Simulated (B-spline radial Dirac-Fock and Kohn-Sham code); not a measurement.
# Magnetic form factor of the 5d shell of Au⁹⁺

System: the Au⁹⁺ ion, [Xe] 4f14 5d2.

Level of theory: relativistic Hartree-Fock (Dirac-Fock) wave functions, averaged over the configuration; a radial atomic solver. ⟨j_K⟩ is the integral of the 5d radial density with the spherical Bessel function j_K(4πsr), s = sin θ/λ.

```tsv
s (Å⁻¹)	⟨j0⟩	⟨j2⟩	⟨j4⟩
0	1.0000	0.0000	0.0000
0.05	0.9701	0.0119	0.0001
0.1	0.8849	0.0450	0.0008
0.15	0.7572	0.0922	0.0036
0.2	0.6049	0.1437	0.0101
0.25	0.4470	0.1899	0.0214
0.3	0.3002	0.2233	0.0374
0.35	0.1761	0.2398	0.0568
0.4	0.0808	0.2387	0.0775
0.45	0.0152	0.2223	0.0970
0.5	-0.0236	0.1949	0.1131
0.6	-0.0426	0.1254	0.1295
0.7	-0.0212	0.0611	0.1235
0.8	0.0076	0.0172	0.1015
0.9	0.0280	-0.0049	0.0731
1	0.0366	-0.0107	0.0458
1.1	0.0359	-0.0073	0.0241
1.2	0.0297	-0.0001	0.0092
1.4	0.0135	0.0129	-0.0030
1.6	0.0022	0.0179	-0.0016
```

Radial moments of the shell: ⟨r²⟩ = 1.647, ⟨r⁴⟩ = 3.966, ⟨r⁶⟩ = 13.09 in powers of bohr.

Values without a named source are computed, but for edge energies of neutral atoms, which are taken from tables.
